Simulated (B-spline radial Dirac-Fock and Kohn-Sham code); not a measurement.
ΔSCF core binding energies without Breit or QED terms, calculated with a B-spline atomic structure program.

A sound run for the free fluorine atom in the configuration [He] 2s2 2p5: The ground state converged in 9 iterations, with total energy -99.50161 Ha, virial ratio 1.99814 and highest orbital energy -19.83 eV. ΔSCF binding energies: K (1s) 698.4 eV. Holes are computed only in closed shells, and unreliable hole states are left out.

A second run, with one unsound setting: The ground state had not converged after 55 iterations, with total energy -99.41484 Ha, virial ratio 1.96690 and highest orbital energy -15.12 eV. ΔSCF binding energies: K (1s) 708.0 eV (not all states converged, so these are not final). Holes are computed only in closed shells, and unreliable hole states are left out.

```
iter   energy (Ha)        error
   1      -98.71811320  3.63e-01
   2      -99.31965311  1.03e-01
   3      -99.32215385  1.03e-01
   4      -99.32462119  1.02e-01
   5      -99.32705554  1.01e-01
   6      -99.32945735  1.00e-01
   7      -99.33182701  9.96e-02
   8      -99.33416496  9.89e-02
   9      -99.33647160  9.82e-02
  17      -99.35384496  9.26e-02
  25      -99.36943449  8.74e-02
  33      -99.38341748  8.24e-02
  41      -99.39595429  7.77e-02
  49      -99.40718993  7.33e-02
  55      -99.41484208  7.01e-02
```

Question: Which fault fits the second run best?
A. spline order too low
B. damping too heavy
C. speed of light below Z
D. too few quadrature points

Answer: B. The input had damp = 0.995; ndamp = 100: damp is so close to 1 that the orbitals hardly move in each step.
